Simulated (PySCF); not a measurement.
MoOCl4, SMILES [O]=[Mo]([Cl])([Cl])([Cl])[Cl], multiplicity 1. The structure is a stationary point at PBE0-D3(BJ)/def2-SVP. The multiplicity is an assumed one; other spin states were not compared. The isomer is the one that the SMILES or the coordinates give; other isomers of the formula were not compared. The def2 effective core potentials stand for the cores of Mo; spin–orbit coupling is left out.

Computed equilibrium geometry at PBE0-D3(BJ)/def2-SVP (PySCF confirms it by a frequency run) as bond lengths and angles, and its point group:
point group C3v.
Atoms: Mo1 O2 Cl3 Cl4 Cl5 Cl6. Bonds (Å): Mo1–O2 1.665, Mo1–Cl3 2.376, Mo1–Cl4 2.248, Mo1–Cl5 2.248, Mo1–Cl6 2.248. Angles (°): O2–Mo1–Cl3 180.0, O2–Mo1–Cl4 92.7, O2–Mo1–Cl5 92.7, O2–Mo1–Cl6 92.7, Cl3–Mo1–Cl4 87.3, Cl3–Mo1–Cl5 87.3, Cl3–Mo1–Cl6 87.3, Cl4–Mo1–Cl5 119.8, Cl4–Mo1–Cl6 119.8, Cl5–Mo1–Cl6 119.8.
